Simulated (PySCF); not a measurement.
A PySCF script (with the pyscf-properties extension) for the NMR shieldings of SMILES C=C(C)[C@@H]1CNBN1, C₅H₁₁BN₂, on a GFN2-xTB geometry:

```python
import basis_set_exchange as bse
import numpy as np
from pyscf import gto, dft
from pyscf.prop import nmr

atoms = """
C    -1.242272    0.811670    1.320052
C    -1.142708    0.214047    0.144367
C    -2.287270   -0.501282   -0.506705
C     0.158164    0.180218   -0.633728
C     0.956834   -1.117406   -0.330319
N     2.212551   -0.647772    0.209427
B     2.285915    0.751301    0.251781
N     1.079771    1.235735   -0.273643
H    -2.164105    0.821537    1.877178
H    -0.399555    1.310475    1.767663
H    -2.556503   -0.009907   -1.441743
H    -2.006336   -1.527368   -0.741803
H    -3.158284   -0.514858    0.143248
H    -0.082910    0.233150   -1.707721
H     0.419940   -1.742849    0.396479
H     1.110425   -1.711405   -1.241526
H     2.874100   -1.343137    0.503666
H     3.180239    1.388852    0.639091
H     0.752198    2.178250   -0.383226
"""
names = dict.fromkeys(["C", "N", "B", "H"], "pcSseg-1")
basis = {el: gto.basis.parse(bse.get_basis(n, elements=[el], fmt="nwchem")) for el, n in names.items()}
mol = gto.M(atom=atoms, basis=basis, charge=0, verbose=0)
mf = dft.RKS(mol, xc="PBE0")
mf.grids.level = 2
mf.grids.alignment = dft.numint.BLKSIZE   # the property module wants whole blocks of grid points
mf.conv_tol = 1e-9
mf.kernel()

calc = nmr.RKS(mf)   # GIAO
C = mf.mo_coeff
Co = C[:, mf.mo_occ > 0]
resp = mf.gen_response(singlet=True, hermi=2)
def vind(x):   # induced exchange potential for any number of trial vectors
    d = np.einsum("pi,xij,qj->xpq", C, 2 * x.reshape(-1, C.shape[1], Co.shape[1]), Co, optimize=True)
    return np.einsum("xpq,pi,qj->xij", resp(d - d.transpose(0, 2, 1)), C, Co, optimize=True).ravel()
mo1, _ = nmr.rhf.solve_mo1(calc, with_cphf=vind)
sigma = calc.kernel(mo1)
for i, s in enumerate(sigma):   # ppm
    print("%2d %-2s %9.2f" % (i, mol.atom_pure_symbol(i), np.trace(s) / 3))
```

Q: What does it print?

A: 
```
 0 C      72.75
 1 C      24.67
 2 C     162.14
 3 C     123.43
 4 C     130.22
 5 N     187.37
 6 B      77.59
 7 N     170.36
 8 H      26.45
 9 H      26.26
10 H      29.88
11 H      30.01
12 H      29.74
13 H      27.53
14 H      28.48
15 H      27.71
16 H      29.44
17 H      27.59
18 H      29.34
```

These numbers come from an equivalent density-fitted implementation of the same equations, which agrees with the script to about 0.01 ppm for H and up to a few tenths of a ppm for heavy atoms, so last digits may differ.

Size and cost of the density-fitted run: 191 basis functions, 33 s wall time on 1 thread of an Arm Neoverse V1, shared host.
